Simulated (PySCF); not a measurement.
Task: Give a PBE0-D3(BJ)/def2-SVP geometry of `C#[C][GeH2][B](F)F`.

Result: 
```
atom  x, y, z in Å
C1     2.3275   -0.8236   -0.4905
C2     1.3739   -0.1177   -0.2241
Ge3   -0.1686    0.9132    0.1976
B4    -1.7687   -0.4088    0.1828
F5    -2.5265   -0.6088    1.2399
F6    -2.0542   -1.0980   -0.9005
H7     3.1721   -1.4455   -0.7289
H8     0.0352    1.5729    1.5688
H9    -0.3322    1.9992   -0.8788
```

Orientation and origin are arbitrary. Atoms count from 1 in this order. Ge3 (germanium bonded to B, C and 2 H) is tetrahedral (angles from 106.2° to 112.5°). B4 (three-coordinate boron) is planar (angles 122.3°, 120.5° and 117.2°, sum 360.0°, 0.01 Å off the plane of its three neighbours).

Bonds between heavy atoms (Å): C1≡C2 1.216, C2–Ge3 1.903, Ge3–B4 2.076, B4–F5 1.316, B4–F6 1.315.

Computed with PBE0-D3(BJ)/def2-SVP geometry optimisation, gas phase (PySCF 2.14.0).

Point group: C1 (no symmetry element, even within 0.4 Å). No PBE0-D3(BJ)/def2-SVP frequencies stand behind this structure, so it isn't proved a minimum. The numbers are those of one conformer (C2–Ge3–B4–F5 121°).
